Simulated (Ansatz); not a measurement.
Isolated molecules relaxed with PBE0-D4/def2-TZVP in Ansatz; ΔE leaves out vibrations. CBS: MP2 limit from def2 TZ/QZ plus the TZ coupled-cluster correction, frozen cores. DFT in def2-TZVPP. B3LYP here is the variant with VWN-RPA as its local correlation; programs differ in this. Each species was taken in one conformer, which may not be the lowest.

Reaction (substitution at a C–B bond): `CB[SiH2]C` + `CO[Si]O` → `CO[Si]OC` + `B[SiH2]C`

`CB[SiH2]C`:

```xyz
13

C    -0.955    1.596   -0.722
B    -0.479    0.226   -1.275
Si    0.478   -1.181   -0.189
C     0.748   -0.740    1.617
H    -1.844    2.000   -1.214
H    -1.058    1.673    0.362
H    -0.135    2.280   -1.005
H    -0.639    0.005   -2.446
H     1.796   -1.477   -0.831
H    -0.319   -2.444   -0.276
H    -0.206   -0.556    2.118
H     1.258   -1.546    2.150
H     1.355    0.163    1.712
```

`CO[Si]O`:

Cartesian coordinates in Å:
```
C 0.724 -0.452 0.993
O 0.136 0.168 -0.130
Si -1.405 -0.139 -0.655
O -1.458 0.871 -1.951
H 1.623 -0.990 0.683
H 0.041 -1.161 1.476
H 1.008 0.310 1.723
H -0.669 1.391 -2.137
```

`CO[Si]OC`:

Z-matrix (Å, degrees):
```
C
O 1 1.407
H 1 1.093 2 111.9
H 1 1.094 2 110.5 3 121.5
H 1 1.092 2 108.7 3 -119.8
Si 2 1.642 1 139.2 3 -33.6
O 6 1.642 2 108.4 1 -7.5
C 7 1.407 6 139.2 2 -7.5
H 8 1.092 7 108.7 6 -153.2
H 8 1.093 7 111.9 6 -33.4
H 8 1.094 7 110.5 6 88.0
```

`B[SiH2]C`:

Cartesian coordinates in Å:
```
B 0.251 -0.317 -1.811
Si 0.603 -0.247 0.166
C -0.767 0.486 1.218
H -0.779 0.026 -2.316
H 1.102 -0.732 -2.544
H 1.870 0.517 0.382
H 0.879 -1.650 0.604
H -1.692 -0.081 1.098
H -0.499 0.478 2.277
H -0.967 1.520 0.927
```

| level | ΔE (eV) |
| --- | --- |
| B3LYP-D4 | 1.15 |
| ωB97X-V | 1.18 |

(1) What does CCSD(T)/CBS give? (Best estimate.)

Largest T1 diagnostic among the species: 0.014.

Answers

(1) Computed: +1.25 eV. The listed levels differ from it by -0.10, -0.07 eV.

In def2-TZVPP, CCSD(T) changes the Hartree–Fock value by +0.16 eV (the triples alone add +0.01 eV) and MP2 by +0.22 eV.
